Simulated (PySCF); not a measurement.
Input file for PySCF: R-B3LYP/6-31G* on H4OSi (SMILES O[SiH3]).

```python
from pyscf import gto, scf, dft, mp
from pyscf.data.elements import chemcore

mol = gto.M(
    atom='''
    O     0.62212049   -0.35490988    2.92468904
    Si   -0.54751661    0.31972049    3.84714753
    H     0.54387279   -0.29902449    1.94525539
    H    -0.68686584    1.78282762    3.60924900
    H    -0.17728127    0.10189692    5.26282013
    H    -1.88533446   -0.28690499    3.60444200
    ''',
    basis='6-31g*',
    cart=True,
    charge=0, spin=0, verbose=3, max_memory=1800)
mf = dft.RKS(mol, xc='b3lyp')
mf.conv_tol = 1e-8
mf.max_cycle = 100
mf.kernel()
if not mf.converged:
    mf = mf.newton().run(mf.mo_coeff, mf.mo_occ)
```

It printed:

```
converged SCF energy = -367.141924990167
```

The run converged.

Cost: around 2.4 core-seconds (rough).
